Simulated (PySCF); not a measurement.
The scaffold SiH2Cl-X carries different groups X. All species are isolated molecules in the gas phase. One relaxed conformer stands for each flexible species; it need not be the lowest. Strings in code marks are SMILES.

The numbers are results of B3LYP-D3(BJ)/def2-TZVP // PBE0-D4/def2-TZVP (PySCF), not measurements. All candidates: neutral, multiplicity 1. B3LYP has the VWN-RPA correlation part, as in Gaussian. Excitations are Tamm–Dancoff values on a coarser integration grid. The basis has no diffuse functions, so Rydberg states are missing or too high.

```yaml
T1 excitation (TDA): 5.29 eV
HOMO: -7.99 eV
S1 excitation (TDA): 6.15 eV
```

**Question.** Say which member has these values.
A. `Cl[SiH2][GeH3]`
B. `N#CC[SiH2]Cl`
C. `B[SiH2]Cl`
D. `OB(O)[SiH2]Cl`

**Answer.** D, `OB(O)[SiH2]Cl`. The others give `Cl[SiH2][GeH3]`: 5.70 eV, -7.94 eV, 6.31 eV; `B[SiH2]Cl`: 3.21 eV, -8.07 eV, 4.04 eV; `N#CC[SiH2]Cl`: 6.19 eV, -8.80 eV, 7.26 eV
